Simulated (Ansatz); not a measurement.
Li2I2. The state is a singlet with charge 0. Geometry r2SCAN-D4/def2-TZVP; atoms count from 1.

```xyz
4

Li   -0.7098    0.5725   -1.0870
Li    0.7099   -0.5722    1.0871
I     1.6952   -0.3586   -1.2958
I    -1.6953    0.3583    1.2958
```

In the def2 sets I takes a core potential; there is no spin–orbit coupling. The structure comes from a short search, and lower isomers may exist.

Estimate the Mulliken populations from the PBE0/def2-TZVP orbitals of Ansatz.


```json
{"atom": "Li1", "charge (e)": "0.69"}
{"atom": "Li2", "charge (e)": "0.69"}
{"atom": "I3", "charge (e)": "-0.69"}
{"atom": "I4", "charge (e)": "-0.69"}
```
Mulliken values and Mayer orders depend strongly on the basis.
